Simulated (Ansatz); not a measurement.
Job for Ansatz (an electronic-structure program): U-BHLYP/def2-TZVPP on FeHO (SMILES [OH][Fe]), 2S+1 = 4, a spin state set in the input, which need not be the lowest.

Ansatz 0.2 input:
```yaml
crystal:
  periodic: [false, false, false]
  atoms:
    - {symbol: Fe, position_ang: [-0.85478583, -0.67197027, -0.84126808]}
    - {symbol: O, position_ang: [0.27466888, -0.10173607, 0.41154497]}
    - {symbol: H, position_ang: [0.54694823, 0.82107794, 0.35940348]}
basis:
  gaussian:
    orbitals: def2-TZVPP
hamiltonian:
  xc: {name: BHLYP}
magnetization: {spin_polarized: true, initial_magnetization: 3}
```

Output:

```
WARN ansatz: RAYON_NUM_THREADS=1 ignored (pool sized by the plan → 1); use --threads N
Functional definition: BHLYP
integrals: 0.03 GiB planned
818 factors; their error is unknown
mean field: 0.41 GiB planned
mean field evaluation 1: about -36438.7564 eV, gradient 5.7e1 eV
mean field evaluation 2: about -36352.1651 eV, gradient 1.8e2 eV
mean field evaluation 4: about -36446.6600 eV, gradient 1.1e1 eV
mean field evaluation 8: about -36447.1362 eV, gradient 5.6e-1 eV
mean field evaluation 16: about -36449.0205 eV, gradient 2.5e-3 eV
mean field evaluation 32: about -36449.3117 eV, gradient 3.0e-2 eV
mean field evaluation 64: about -36449.0175 eV, gradient 7.7e0 eV
mean field -36449.31246708 eV, -1339.4875269337 hartree, gradient 2.9e-6 eV, S^2 4.561933; 5 other end points of the search recorded, 0 dependent functions left out
reference -36449.31259592 eV, -1339.4875316686 hartree; 19, 16 occupied and 90, 93 virtual orbitals, 818 factors
Total energy: -36449.31259592 eV, -1339.4875316686 hartree
```

The run converged. Its determinant has ⟨S²⟩ = 4.56, a mixture of spin states.

Cost: about 26 core-seconds (a rough figure).
